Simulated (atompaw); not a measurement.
# Reading a pseudo-wave (Tb (Z = 65))

Columns: radius, all-electron u(r) and pseudo u(r) of the 5p shell (level -27.99 eV) of terbium in the configuration [Kr] 4d10 4f8 5s2 5p6 5d1 6s2 6p0; LDA (PW92), scalar-relativistic, PAW (atompaw) scheme, atompaw 4.2.0.5.

```
r (bohr)  all-electron  pseudo
   0.090       -0.0195  0.0108
   0.181        0.3171  0.0431
   0.271        0.0072  0.0945
   0.362       -0.3579  0.1634
   0.452       -0.4798  0.2450
   0.542       -0.3796  0.3357
   0.633       -0.1535  0.4323
   0.723        0.1074  0.5280
   0.813        0.3534  0.6194
   0.904        0.5613  0.7034
   0.994        0.7181  0.7747
   1.085        0.8285  0.8322
   1.175        0.8955  0.8728
   1.265        0.9278  0.8965
   1.356        0.9325  0.9034
   1.446        0.9163  0.8944
   1.537        0.8846  0.8711
   1.627        0.8428  0.8364
   1.717        0.7943  0.7927
   1.808        0.7414  0.7423
   1.898        0.6876  0.6891
   1.988        0.6338  0.6349
   2.079        0.5807  0.5811
   2.169        0.5302  0.5303
   2.260        0.4819  0.4819
   2.350        0.4370  0.4370
```

**Question.** How many radial nodes do the two functions have?

**Answer.** The all-electron 5p function has n − l − 1 = 3; the pseudo-wave has 0, since the states of the same l below it are removed with the core.

**Question.** Is the pseudo-wave norm-conserving?

**Answer.** No, it belongs to a PAW set: the norm inside the radius is not constrained, and the difference is carried by the augmentation charge.
